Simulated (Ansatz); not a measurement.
System: sum formula HSiO2F2 (charge 0, doublet). It need not be the lowest isomer of its formula. 
Coordinates optimised at B3LYP-D3(BJ)/def2-TZVP (Ansatz, an electronic-structure program):
```xyz
6

O     -0.7040    -0.2419    -1.4920
Si    -0.0261    -0.0072    -0.0057
O      1.5520    -0.3143    -0.1644
F     -0.5883    -0.9808     1.0955
F     -0.3570     1.4626     0.4704
H      2.0877     0.2147    -0.7623
```
Charge 0, spin multiplicity 2.

Basis-set convergence of Hartree-Fock and MP2 correlation energies (hartree) with Ansatz. Valence correlation only, unless marked. UHF or UKS for open shells. No spin-orbit coupling. Non-relativistic.

```tsv
basis	functions	E(HF)	E(corr, MP2)
cc-pV(D+d)Z	84	-638.31086	-0.78457
cc-pV(T+d)Z	173	-638.47753	-1.03281
cc-pV(Q+d)Z	314	-638.51437	-1.12597
cc-pV(5+d)Z	519	-638.52281	-1.16555
```

Extrapolating the two largest sets (X = 4 and 5) as X^-3: E(corr) = (125·(-1.16555) - 64·(-1.12597))/61 = -1.2071 Eh, an estimate of the basis-set limit. The largest set recovers 96.6 % of it, the smallest 65.0 %.
